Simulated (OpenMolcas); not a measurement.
**Cr2+ in Cs2NaYF6**

Cr2+ with its 6 nearest fluoride ions at 2.134 Å, on the Y site of Cs2NaYF6 (a = 9.075 Å, distance in the model lattice 2.178 Å). The rest of the host is ab initio model potentials to 7.6 Å, with orthogonalisation functions on the cations behind the ligands, and point charges beyond; the distance is set by hand and nothing relaxes, and no local charge compensation is placed. Ligand basis ANO-RCC-VDZP.
```
Cr    0.0000    0.0000    0.0000
F     2.1340    0.0000    0.0000
F     0.0000    2.1340    0.0000
F    -2.1340    0.0000    0.0000
F     0.0000   -2.1340    0.0000
F     0.0000    0.0000    2.1340
F     0.0000    0.0000   -2.1340
```

- Program: OpenMolcas
- Method: SS-CASPT2, IPEA 0.25 Eh, imaginary shift 0.1 Eh (closed shells correlated: 3s 3p and the ligand valence shells)
- Basis: ANO-RCC-VTZP [6s5p3d2f1g]
- Scalar Hamiltonian: DKH2, point nucleus
- Active space: 4 electrons in 5 orbitals (3d)
- State averaging: 2S+1 = 5 even, 5 roots; 2S+1 = 3 even, 45 roots; 2S+1 = 1 even, 50 roots
- Spin-orbit coupling: state interaction with AMFI integrals over the reference wave functions

The lowest spin-free states (labels of O, the rotations of Oh), above the lowest:

| State | Degeneracy | E (cm-1) | Free-ion L (%) |
| --- | --- | --- | --- |
| 5E | 2 | 0 | D (100) |
| 5T2 | 3 | 8890 | D (100) |
| 3T1 | 3 | 10800 | H (51) |
| 3T1 | 3 | 16310 | H (45) |
| 3E | 2 | 16660 | H (91) |
| 3T2 | 3 | 17140 | F (50) |
| 1T2 | 3 | 18370 | G (51) |
| 3A2 | 1 | 18460 | F (100) |
| 3A1 | 1 | 19050 | G (100) |
| 1E | 2 | 19480 | I (79) |
| 1A1 | 1 | 21610 | G (41) |
| 3E | 2 | 22250 | G (74) |
| 1T2 | 3 | 24330 | I (61) |
| 1A2 | 1 | 24660 | I (97) |
| 3T1 | 3 | 24860 | H (70) |
| 1T1 | 3 | 25330 | I (51) |
| 3T2 | 3 | 26070 | H (48) |
| 3T1 | 3 | 27330 | G (49) |
| 1E | 2 | 28140 | G (52) |
| 3E | 2 | 29640 | D (79) |

The lowest levels with spin-orbit coupling:

```
E (cm-1)  Degeneracy  Label  2S+1
       0           1     A1     5
       6           3     T1     5
      12           2      E     5
      17           3     T2     5
      22           1     A2     5
    8790           3     T2     5
    8790           3     T1     5
    8790           1     A1     5
    8970           3     T1     5
    8970           2      E     5
    9080           3     T2     5
   10660           1     A1     3
   10750           3     T1     3
   10880           3     T2     3
   10890           2      E     3
   16030           1     A1     3
   16180           3     T1     3
   16470           3     T2     3
   16500           2      E     3
   16670           3     T1     3
```

Powder χT (cm3 K/mol): 1.33 at 2 K, 2.71 at 10 K, 2.92 at 50 K, 2.93 at 100 K, 2.95 at 200 K, 2.96 at 300 K. The effective moment at 300 K is 2.828 √(χT) = 4.86 μB.

The lowest level has 2S+1 = 5, for which the spin-only value is χT = S(S+1) / 2 = 3.000 cm3 K/mol (g = 2). The computed 2.959 at 300 K differs by -0.041, through orbital momentum, spin-orbit coupling and any other state in reach.

Roots that are degenerate in the reference are averaged as groups; the widest CASPT2 spread within a group is 150 cm-1 (the 2-fold group of multiplicity 1 near 28100 cm-1 above the lowest state of its run). Shifts and gaps below about the spread of the groups concerned are not significant. Over all roots computed the reference weight is 0.71 to 0.73; a low but even weight reflects the number of correlated electrons. An orbital doublet at a regular site is open to a Jahn-Teller distortion, which this geometry leaves out. Ligand-to-metal charge-transfer states are missing. These CASPT2 states fit no ligand-field parameters well, so their order and spin gaps are uncertain. With no ligand orbital active B as a rule stays too high, so bands that hang on it stand too high and its fall with covalency is understated. With one d shell and no ligand orbital active, 10Dq can be off by tens of per cent for divalent 3d ions, low with halides held by bare charges and at times high in hosts. Free-ion shares, where given, are those of the reference states; single-state CASPT2 does not remix them. No measured value stands beside these numbers; the geometry was set by hand and not optimised.
